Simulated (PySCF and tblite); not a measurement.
C2H6BF3Se, numbered as in [CH3:1][Se+:2]([CH3:3])[B-:4]([F:5])([F:6])[F:7].

Geometries GFN2-xTB; weights from B3LYP-D3(BJ)/pcSseg-1 (IEF-PCM, chloroform) energies and GFN2-xTB thermal corrections, with symmetry numbers and mirror pairs. Conformers within 3 kcal/mol (GFN2-xTB free energy) were kept, 7 at most. Couplings: B3LYP/6-31G* with pcJ-1 on H, F, B (gas phase; spin-dipole term only for pairs with B, N, F, Si or P). Couplings are for ¹¹B, ¹⁹F, ¹H. H–H couplings come out 0.1 to 0.9 Hz lower than with pcJ-1 on all atoms. Codes: tblite and PySCF.

```json
{"conformer": "1", "shape": "Cs", "weight %": "100.0"}
```

Task: Give the couplings in each conformer and the averages at 298.15 K (pairs that fast motion interchanges averaged).

Result: 
```csv
coupling,pairs,1,average (Hz)
"¹J(B4,F5)",3,-71.1,-71.1
"³J(H1,B4)",6,0.9,0.9
"²J(H1,H1)",6,-12.2,-12.2
```

Spin–orbit effects of the heavy atoms on shieldings are missing.

Computed couplings to fluorine can be off by tens of per cent at such levels.

F–F couplings are left out: such levels miss them by tens of Hz and can give the wrong sign.
